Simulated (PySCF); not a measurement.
**SMILES [C@@H]1(NC=O)CC(=C)C1=C, C₇H₉NO**

Geometry:
| atom | x (Å) | y (Å) | z (Å) |
| --- | --- | --- | --- |
| C1 | -2.814 | 0.082 | -0.809 |
| C2 | -1.537 | -0.105 | -0.519 |
| C3 | -0.599 | -1.283 | -0.642 |
| C4 | 0.491 | -0.432 | 0.060 |
| N5 | 1.717 | -0.228 | -0.664 |
| C6 | 2.924 | -0.537 | -0.155 |
| O7 | 3.122 | -1.020 | 0.931 |
| C8 | -0.484 | 0.731 | 0.062 |
| C9 | -0.370 | 2.005 | 0.398 |
| H10 | -3.301 | 1.025 | -0.627 |
| H11 | -3.416 | -0.702 | -1.236 |
| H12 | -0.355 | -1.549 | -1.669 |
| H13 | -0.904 | -2.180 | -0.108 |
| H14 | 0.770 | -0.792 | 1.053 |
| H15 | 1.647 | 0.194 | -1.577 |
| H16 | 3.742 | -0.295 | -0.861 |
| H17 | 0.552 | 2.401 | 0.791 |
| H18 | -1.192 | 2.692 | 0.294 |

Computed with PySCF 2.14.0, GIAO B3LYP/pcSseg-1 magnetisability, rotational g tensor and spin-rotation constants, non-relativistic, gas phase. Geometry: GFN2-xTB.

(1) How diamagnetic is it, and how anisotropic?

(2) Split it along the inertial axes a, b, c into diamagnetic and paramagnetic parts about the centre of mass, with the quadrupole moment.

(3) And the rotational g tensor?

## Answers

(1) Isotropic -1131 × 10⁻³⁰ J/T², or -68.1 × 10⁻⁶ cm³/mol; principal values -1202, -1129, -1063 × 10⁻³⁰ J/T², anisotropy 121 × 10⁻³⁰ J/T² (root of half the summed squared differences of the principal values). The susceptibility is in cgs units.

(2) 
| axis | χ (10⁻⁶ cm³/mol) | diamagnetic (10⁻⁶ cm³/mol) | paramagnetic (10⁻⁶ cm³/mol) | summed x² of all electrons (Å²) | quadrupole Θ (D Å) |
| --- | --- | --- | --- | --- | --- |
| a | -65.0 | -448.5 | 383.5 | 280.8 | -9.32 |
| b | -68.3 | -1310.5 | 1242.2 | 77.6 | +6.66 |
| c | -71.1 | -1520.6 | 1449.4 | 28.1 | +2.67 |

Anisotropies 2χaa − χbb − χcc = +9.5 and 2χbb − χaa − χcc = -0.5 × 10⁻⁶ cm³/mol. Θ is traceless in Buckingham's convention.

(3) 
| axis | rotational constant (GHz) | g | nuclear part | electronic part |
| --- | --- | --- | --- | --- |
| a | 3.7097 | -0.0479 | 0.6204 | -0.6683 |
| b | 0.9769 | -0.0154 | 0.5546 | -0.5701 |
| c | 0.8406 | -0.0112 | 0.5612 | -0.5724 |

Asymmetric top; isotopes 12C, 1H, 14N, 16O; no vibrational averaging.
